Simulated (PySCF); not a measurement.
Run record: geometry optimisation, `[F][PbH2][PH2]`.

Computed with PBE0-D3(BJ)/def2-SVP geometry optimisation, gas phase, def2 core potentials past Kr (PySCF 2.14.0). Start geometry: GFN2-xTB. A driver script takes a list of jobs; this job's settings line and coordinates (Å) are shown.

Input:
```
{"job": {"xc": "PBE0", "basis": "def2-SVP", "d3": "d3bj", "grid": 1, "maxiter": 30, "shake": 0.01, "kind": "geom"}, "charge": 0, "multiplicity": 1}
F     -1.029990     1.355100    -1.049970
Pb    -0.866990    -0.335820     0.138570
P      1.728540    -0.404140     0.413610
H     -1.645370    -1.549590    -0.871070
H     -1.891710     0.097460     1.518630
H      1.937690    -0.142150    -0.932180
H      1.801790     0.950040     0.732480
```

Output:
```
step   0  E = -636.01507853  max force = 0.020647
step   1  E = -636.01805526  max force = 0.005877
step   2  E = -636.01829986  max force = 0.003043
step   3  E = -636.01839933  max force = 0.001079
step   4  E = -636.01841768  max force = 0.000423
step   5  E = -636.01843384  max force = 0.000772
step   6  E = -636.01846539  max force = 0.000976
step   7  E = -636.01847820  max force = 0.000401
optimisation converged
```

Energies in Eh; «max force» is the largest Cartesian gradient component in Eh/bohr.

Q: How much energy does the optimisation release, in kcal/mol?

A: E(step 0) − E(last step) = 0.003400 Eh, which is 2.1 kcal/mol.

In short: final energy -636.01848 Eh after 7 steps; dipole 2.57 D.

Q: Give the final coordinates.

A: 0.099 Å rms from the input after alignment:
```
atom  x, y, z in Å
F1    -1.1700    1.4574   -0.9613
Pb2   -0.8691   -0.2631    0.1156
P3     1.6855   -0.4875    0.3815
H4    -1.5883   -1.4891   -0.9230
H5    -1.7256    0.0902    1.6120
H6     1.8910   -0.2285   -1.0088
H7     1.8104    0.8918    0.7339
```

Hardware: one thread of an Arm Neoverse N1, no GPU, shared host with 64 logical CPUs at a one-minute load of 22. Cost: 32 s, 0.35 GiB resident at most.
Labels such as C1 count atoms from 1, the log's own numbers from 0.
